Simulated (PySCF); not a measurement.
Compound: C₉H₁₇N.
Numbering: `[CH2:1]=[CH:2][CH2:3][CH2:4][C:5]([CH3:6])([CH3:7])/[CH:8]=[N:9]/[CH3:10]` (hydrogens: H11, H12 on C1; H13 on C2; H14, H15 on C3; H16, H17 on C4; H18, H19, H20 on C6; H21, H22, H23 on C7; H24 on C8; H25, H26, H27 on C10)

Level: PBE0/pcSseg-1 in PySCF, non-relativistic, on one gas-phase PBE0-D3(BJ)/def2-SVP geometry that isn't relaxed in the solvent. The solvent is an IEF-PCM continuum (cavity from Bondi-type radii × 1.2). Only the electrostatic response of the medium enters.

Gas phase at PBE0/pcSseg-1: HOMO -7.10 eV, LUMO 0.05 eV, dipole 1.19 D.

Q: What does the continuum do to the energy, the frontier levels and the dipole at PBE0/pcSseg-1 in chloroform and dichloromethane?

A: 
| solvent | ε | E(solvent) − E(gas) (kcal/mol) | polarisation term (kcal/mol) | distortion of the solute (kcal/mol) | HOMO (eV) | LUMO (eV) | dipole (D) |
| --- | --- | --- | --- | --- | --- | --- | --- |
| chloroform | 4.711 | -3.13 | -3.48 | 0.35 | -7.15 | 0.07 | 1.66 |
| dichloromethane | 8.93 | -3.84 | -4.39 | 0.55 | -7.17 | 0.07 | 1.80 |

The first energy column is the sum of the next two and covers electrostatics alone. From chloroform to dichloromethane the lowering changes by a factor 1.23, Onsager's factor (ε − 1)/(2ε + 1) by 1.18 and ε itself by 1.9.

Q: Which radius a makes the point-dipole formula ΔE = −[(ε − 1)/(2ε + 1)]·μ²/a³ give the value in dichloromethane, with the gas-phase dipole?

A: μ = 0.469 au and |ΔE| = 0.00612 Eh give a = 1.31 Å; the farthest nucleus lies 5.00 Å from the centroid of the nuclei, so such a sphere wouldn't even hold the nuclei. The formula assumes a rigid point dipole at the centre of a sphere.

Q: Which Hirshfeld charges (PBE0/pcSseg-1) respond most in chloroform (means over atoms taken as equivalent)?

A: 
```json
{"atoms": "N9", "environment": "imine nitrogen", "gas (e)": "-0.137", "solvent (e)": "-0.155", "change": "-0.018"}
{"atoms": "H24", "environment": "hydrogen on a C=N carbon", "gas (e)": "+0.032", "solvent (e)": "+0.040", "change": "+0.008"}
{"atoms": "C1", "environment": "terminal =CH2 carbon", "gas (e)": "-0.109", "solvent (e)": "-0.116", "change": "-0.007"}
{"atoms": "H14/H15", "environment": "methylene hydrogen", "gas (e)": "+0.037", "solvent (e)": "+0.040", "change": "+0.003"}
{"atoms": "H13", "environment": "vinylic hydrogen", "gas (e)": "+0.043", "solvent (e)": "+0.045", "change": "+0.002"}
{"atoms": "H25/H26/H27", "environment": "methyl hydrogen", "gas (e)": "+0.041", "solvent (e)": "+0.044", "change": "+0.003"}
{"atoms": "C10", "environment": "N-methyl carbon", "gas (e)": "-0.072", "solvent (e)": "-0.075", "change": "-0.003"}
{"atoms": "C8", "environment": "imine carbon", "gas (e)": "+0.051", "solvent (e)": "+0.053", "change": "+0.002"}
{"atoms": "C2", "environment": "alkene CH carbon", "gas (e)": "-0.035", "solvent (e)": "-0.037", "change": "-0.002"}
{"atoms": "H12", "environment": "vinylic hydrogen", "gas (e)": "+0.042", "solvent (e)": "+0.044", "change": "+0.002"}
{"atoms": "C6/C7", "environment": "methyl carbon", "gas (e)": "-0.118", "solvent (e)": "-0.120", "change": "-0.002"}
{"atoms": "H11", "environment": "vinylic hydrogen", "gas (e)": "+0.044", "solvent (e)": "+0.045", "change": "+0.001"}
```

Conformer computed: `[CH2:1]=[CH:2][CH2:3][CH2:4][C:5]([CH3:6])([CH3:7])/[CH:8]=[N:9]/[CH3:10]`: C1–C2–C3–C4 -118°, C2–C3–C4–C5 -174°, C3–C4–C5–C6 63°, C4–C5–C8–N9 -106°.
